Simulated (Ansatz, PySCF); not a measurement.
Ga(Me)2(NCO) (C3H6GaNO), SMILES [CH3][Ga]([CH3])[N]=C=O. Atoms are numbered in the order given.

```xyz
12

Ga    -0.1378     0.0610    -0.0625
C     -1.6103    -1.2222    -0.0833
H     -1.3041    -2.1304    -0.6254
H     -2.5180    -0.8173    -0.5520
H     -1.8497    -1.5264     0.9479
C      0.0083     1.9118    -0.6694
H      0.7972     1.9893    -1.4340
H      0.3092     2.5556     0.1720
H     -0.9318     2.2944    -1.0907
N      1.4202    -0.6056     0.6758
C      2.4295    -1.0391     1.1530
O      3.4186    -1.4637     1.6206
```
Charge 0, spin multiplicity 1.

Coordinates come from a PBE0-D3(BJ)/def2-SVP optimisation. One conformer was computed; it need not be the lowest.

Two levels are set side by side: PBE-D3(BJ)/def2-SVP (Ansatz, an electronic-structure program) and PBE0-D3(BJ)/def2-SVP (Ansatz). Each level has its own optimised geometry; the coordinates shown are those of the second. Frequencies come from the Hessian of PySCF at each geometry. Differences are taken from unrounded values.

```
quantity                            PBE0-D3(BJ)  PBE-D3(BJ)  PBE-D3(BJ) minus PBE0-D3(BJ)
----------------------------------  -----------  ----------  ----------------------------
mean bond length (Å)                      1.339       1.349                         0.010
bond Ga1–C2 (Å)                           1.953       1.966                         0.013
bond Ga1–C6 (Å)                           1.953       1.966                         0.013
bond Ga1–N10 (Å)                          1.848       1.861                         0.013
bond N10–C11 (Å)                          1.198       1.211                         0.013
bond C11–O12 (Å)                          1.174       1.188                         0.014
bond C2–H3 (Å)                            1.101       1.109                         0.008
bond C2–H4 (Å)                            1.099       1.107                         0.008
bond C2–H5 (Å)                            1.101       1.109                         0.008
bond C6–H7 (Å)                            1.101       1.109                         0.008
bond C6–H8 (Å)                            1.101       1.109                         0.008
bond C6–H9 (Å)                            1.099       1.107                         0.008
highest harmonic wavenumber (cm⁻¹)         3183        3099                           -84
mean harmonic wavenumber (cm⁻¹)            1243        1202                           -41
zero-point energy (kcal/mol)              53.31       51.53                         -1.78
```

Exact exchange shortens and stiffens bonds; PBE has none. Differences between two approximate levels are no errors against the true value.
